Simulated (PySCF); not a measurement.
Static response to an electric field

Compound: CH6O2Si.
Atom-mapped SMILES: `[CH3:1][SiH:2]([OH:3])[OH:4]` (hydrogens: H5, H6, H7 on C1; H8 on Si2; H9 on O3; H10 on O4)

Structure used (PBE0-D3(BJ)/def2-SVP), in Å, numbered top down from 1:
```xyz
10
CH6O2Si angstrom
C     -1.2787   -0.7849    0.0857
Si     0.2522    0.2053   -0.2267
O     -0.1139    1.7785    0.1756
O      1.4558   -0.4421    0.7244
H     -2.1110   -0.4278   -0.5390
H     -1.1099   -1.8510   -0.1264
H     -1.5769   -0.6866    1.1409
H      0.7129    0.1706   -1.6530
H      0.5216    2.4599   -0.0569
H      2.3634   -0.2110    0.5131
```

Level: wB97X-D/def2-SVPD (PySCF), static field, nuclei fixed, core orbitals frozen in the response. The polarisability tensor in these axes (au):

```
x   48.95  2.11 -0.56
y    2.11 46.91 -0.70
z   -0.56 -0.70 43.98
```

**Question.** Diagonalise the tensor; give its mean and Δα, where Δα² is half the sum of the squared differences of the eigenvalues.

**Answer.** Principal values 43.81, 45.63 and 50.39 au; mean 46.61 au = 6.91 Å³ = 7.69 × 10⁻⁴⁰ C²·m²/J; Δα = 5.88 au (13 % of the mean).

**Question.** What is the dipole moment, and where does it point?

**Answer.** (1.37, 0.59, -1.16) D, 1.89 D in size, pointing from the negative to the positive side. Measured along this direction, the outermost atoms are H7 at the negative end and H8 at the positive end.

**Question.** Find the Langevin capture rate constant for H3+ (3.023 u) meeting this molecule (78.014 u), k = 2.342 × 10⁻⁹ cm³/s × √(α in Å³ / reduced mass in u).

**Answer.** The reduced mass is 2.91 u, so k = 3.61 × 10⁻⁹ cm³/s. The formula leaves out the permanent dipole, which adds to the capture rate.

**Question.** What would n − 1 = 2πNα be for an ideal gas of these molecules at 400 K and 1 atm, electronic part alone?

**Answer.** N = p/kT = 1.8347 × 10¹⁹ cm⁻³, so n − 1 = 2π × N × 6.91 × 10⁻²⁴ cm³ = 796 × 10⁻⁶ at long wavelengths, for an ideal gas.

**Question.** Rayleigh depolarisation ratio (linearly polarised light, static tensor)?

**Answer.** ρ = 3Δα²/(45ᾱ² + 4Δα²) = 103.6/(97771 + 138.1) = 0.00106.

**Question.** How large is μ²/3kT at 250 K beside α?

**Answer.** In Gaussian units μ²/3kT = 34.55 Å³ against 6.91 Å³, a ratio of 5.00; the Debye molar polarisation (4π/3)N_A(α + μ²/3kT) is 104.6 cm³/mol, leaving out the vibrational part.

The structure is a single PBE0-D3(BJ)/def2-SVP conformer in the gas phase; no vibrational or solvent corrections.
